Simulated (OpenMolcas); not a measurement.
# Ni2+: ligand-field states by method

Ni2+ with 4 ligands (chloride) in tetrahedral coordination (Td) at 2.4 Å. A charge of +0.5 e stands 3.2 Å behind each ligand. Ligand basis ANO-RCC-VDZP.

```yaml
Program: OpenMolcas 26.06
Basis: ANO-RCC-VDZP [5s4p2d1f]
Scalar_Hamiltonian: DKH2, point nucleus
Active_space: 8 electrons in 5 orbitals (3d)
State_averaging: 2S+1 = 3 even, 10 roots; 2S+1 = 1 even, 15 roots
Spin-orbit_coupling: state interaction with AMFI integrals over the reference wave functions
```

I. CASSCF
II. SS-CASPT2, IPEA 0.25 Eh, imaginary shift 0.1 Eh (closed shells correlated: 3s 3p and the ligand valence shells)

Spin-free states (labels of Td) in cm-1, each column counted from its own energy of the first state listed:

| State | Degeneracy | I | II |
| --- | --- | --- | --- |
| 3T1 | 3 | 0 | 0 |
| 3T2 | 3 | 1361 | 960 |
| 3A2 | 1 | 3008 | 4500 |
| 1T2 | 3 | 16073 | 11080 |
| 1E | 2 | 16692 | 11930 |
| 3T1 | 3 | 19843 | 16690 |
| 1T2 | 3 | 24608 | 20680 |
| 1T1 | 3 | 25506 | 22810 |
| 1E | 2 | 25619 | 22390 |
| 1A1 | 1 | 25824 | 22290 |
| 1A1 | 1 | 60369 | 52180 |

From I to II, I's first state of the same spin (3T2) moves from 1361 to 960 cm-1, by about -400 cm-1.

From I to II, I's first state of another spin (1T2) moves from 16073 to 11080 cm-1, by about -5000 cm-1.

I: A least-squares ligand-field fit to the states below 45000 cm-1, each weighted by its degeneracy and with a free common offset, gives 10Dq = -1654 cm-1 (negative for this site), B = 1250 cm-1 and C = 4582 cm-1 (C/B = 3.67), with an rms deviation of 39 cm-1. 

χT at 300 K: I 2.94, II 3.12 cm3 K/mol.

Roots that are degenerate in the reference are averaged as groups; the widest CASPT2 spread within a group is 300 cm-1 (the 3-fold group of multiplicity 3 near 961 cm-1 above the lowest state of its run, II). Shifts and gaps below about the spread of the groups concerned are not significant. Over all roots computed the reference weight is 0.72 to 0.74 in II; a low but even weight reflects the number of correlated electrons. An orbital triplet at a regular site is open to Jahn-Teller coupling, which can distort the site and quench the lowest spin-orbit gaps and is left out. Ligand-to-metal charge-transfer states are missing. Without dynamic correlation the repulsion within the d shell is too large (B by tens of per cent), so at a given field states of lower spin stand too high (holds for I). With no ligand orbital active B as a rule stays too high, so bands that hang on it stand too high and its fall with covalency is understated (holds for I). With metal d orbitals alone and no dynamic correlation the field as a rule comes out too small, by tens of per cent, by up to half for chloride and softer ligands, and with too little covalency χT stands high (holds for I). A single d shell leaves out the double-shell effect, which counts most for late 3d ions, where the CASPT2 field can be off either way by tens of per cent (holds for II). These CASPT2 states fit no ligand-field parameters well, so their order and spin gaps are uncertain (holds for II). For late 3d ions with one d shell CASPT2 can put B and the spin-flip bands somewhat low as well as high (holds for II). With one d shell and no ligand orbital active, 10Dq can be off by tens of per cent for divalent 3d ions, low with halides held by bare charges and at times high in hosts (holds for II). Free-ion shares, where given, are those of the reference states; single-state CASPT2 does not remix them (holds for II). The distance lies 4 % over the 2.31 Å that this model takes as the normal distance (a Shannon-type radius plus a fixed donor radius); by an R⁻⁵ law this alone changes a d-shell field by about -17 %. No measured value stands beside these numbers; the geometry was imposed, not optimised, and the real ion may take another.
